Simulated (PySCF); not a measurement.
methanol (CH$_{4}$O), singlet, at a GFN2-xTB geometry. Base run: SVWN5/def2-TZVP (PySCF).

Input for PySCF:
```python
from pyscf import gto, scf, dft

mol = gto.M(
    atom='''
C    -0.05774864    0.65750333    0.00623833
O    -0.03498085   -0.74857812   -0.00758921
H    -1.10610419    0.95010140    0.00407242
H     0.88017380   -1.04794998   -0.00613415
H     0.42182552    1.06188832    0.90433371
H     0.43044352    1.07956523   -0.87898825
''',
    basis='def2-tzvp',
    verbose=4,
)

mf = dft.RKS(mol)
mf.xc = 'lda,vwn'
mf.kernel()
```

Variants of this job, named by their change:

| change | ΔE vs base (µEh) | fitting functions | dipole (D) |
|---|---|---|---|
| base | 0.0 | - | 1.67 |
| auxbasis = cc-pvdz-jkfit | -89.0 | 232 | 1.67 |
| auxbasis = even-tempered beta=3.0 | -110 | 300 | 1.67 |
| auxbasis = cc-pvtz-ri | -128 | 282 | 1.67 |
| auxbasis = def2-universal-jkfit | -67.6 | 224 | 1.67 |
| auxbasis = default (with mf = mf.density_fit()) | -161 | 142 | 1.67 |
| auxbasis = def2-svp-ri | ___ | ___ | 1.67 |
| auxbasis = cc-pvtz-jkfit | -28.2 | 278 | 1.67 |
| auxbasis = even-tempered beta=2.0 | -3.7 | 451 | 1.67 |
| auxbasis = def2-universal-jfit | -161 | 142 | 1.67 |

**Question.** What belongs in the gaps?

**Answer.** 
- auxbasis = def2-svp-ri, ΔE vs base (µEh): -7703
- auxbasis = def2-svp-ri, fitting functions: 152

A fitting set is made for a task (jfit for Coulomb, jkfit for Coulomb and exchange, ri for correlation) and for a family of orbital bases.
